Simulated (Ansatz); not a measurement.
Basis sets compared for Rb4I3. The state is a doublet with charge 0. Geometry PBE0-D4/def2-SVP. Ansatz on 4 threads of Arm Neoverse V2 on a shared host; times are rough, and most runs start from earlier orbitals.

```xyz
7

Rb   -0.983   -0.798    2.391
Rb    2.563   -0.739    0.163
Rb   -2.603    0.127   -4.349
Rb   -0.777    2.956   -1.147
I     1.618   -3.035    2.535
I    -0.840   -0.650   -1.318
I     1.022    2.138    1.724
```

In the def2 sets I, Rb take a core potential; there is no spin–orbit coupling. Another isomer (doublet) lies 0.43 eV lower at PBE0-D4/def2-TZVP; other spin states weren't run for this one.

Binding counts from free atoms (Rb doublet, I doublet) in the same basis, without a counterpoise term.

```json
{"level": "PBE-D4/def2-SVP", "functions": "174", "energy (Eh)": "-989.7901", "HOMO (eV)": "-2.60", "LUMO (eV)": "-2.09", "binding per atom (eV)": "1.93", "wall time": "7 s"}
{"level": "PBE0-D4/def2-SVP", "functions": "174", "energy (Eh)": "-989.8808", "HOMO (eV)": "-2.98", "LUMO (eV)": "-1.54", "binding per atom (eV)": "1.95", "wall time": "15 s"}
```

Task: Estimate the rows for PBE-D4/def2-TZVP (with forces), PBE0-D4/def2-TZVP.

Result: 
| level | functions | energy (Eh) | HOMO (eV) | LUMO (eV) | binding per atom (eV) | wall time |
| --- | --- | --- | --- | --- | --- | --- |
| PBE-D4/def2-TZVP (with forces) | 282 | -989.8161 | -2.56 | -2.02 | 1.91 | 17 s |
| PBE0-D4/def2-TZVP | 282 | -989.9040 | -2.94 | -1.46 | 1.93 | 24 s |
